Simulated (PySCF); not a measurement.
## Dipole response of Zr+ (zirconium, charge +1)

[Kr] 4d1 5s2, 2D determinant (an excited configuration). Computed with PySCF 2.14 in aug-cc-pVTZ-PP with one added diffuse shell each of s, p, d, f, g type with ECP28MDF (7s7p6d4f3g, 113 functions), with scalar relativity through the core potential. Coupled (time-dependent) response in atomic units; α is the mean over directions.

| method | mean α (bohr³) | α xx, yy, zz | C₆ (like pair) | S(−4) |
| --- | --- | --- | --- | --- |
| wB97X | 63.82 | 65.13, 65.13, 61.20 | 640.5 | 1790 |

S(−4) is the Cauchy moment in α(ω) = α(0) + S(−4) ω² + …

Spin-orbit coupling is absent.

α(iu) at wB97X:

```
u (hartree)  α(iu) (bohr³)
          0          63.82
     0.0500          59.67
      0.100          50.21
      0.200          31.87
      0.300          20.96
      0.500          11.35
      0.750          6.883
       1.00          4.810
       1.50          2.817
       2.00          1.854
       3.00         0.9636
       5.00         0.3863
```

A single London oscillator, α(iu) = α/(1 + u²/ω²), gives C₆ = (3/4) ω α². Matching the computed C₆ needs ω = 4 × 640.5 / (3 × 63.82²) = 0.210 hartree.

For an ion, C₆ is the dispersion term alone; charge-induced terms of lower order in 1/R come first.

The components differ because the open shell of this determinant is not spherical; for a pure term their mean is the scalar polarisability.

Energies and moments cover only the electrons outside the core potential.
